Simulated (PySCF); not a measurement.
A structure optimised at PBE-D3(BJ)/def2-SVP, used in a PySCF frequency run:

```
Ga
N 1 1.8455
H 2 1.0218 1 124.52
H 2 1.0249 3 111.29 1 -180.00
C 1 2.0165 2 116.50 3 180.00
H 5 1.1075 1 109.84 2 -120.30
H 5 1.1075 6 108.61 1 120.15
H 5 1.1093 6 109.76 7 120.01
```
Charge 0, spin multiplicity 2.

Problem. Write its SMILES, formula and point group.

Solution. [CH3][Ga][NH2], CH5GaN, Cs

Problem. What are its rotational constants (standard atomic weights)?

Solution. 18.099, 5.4086, 4.2792 GHz
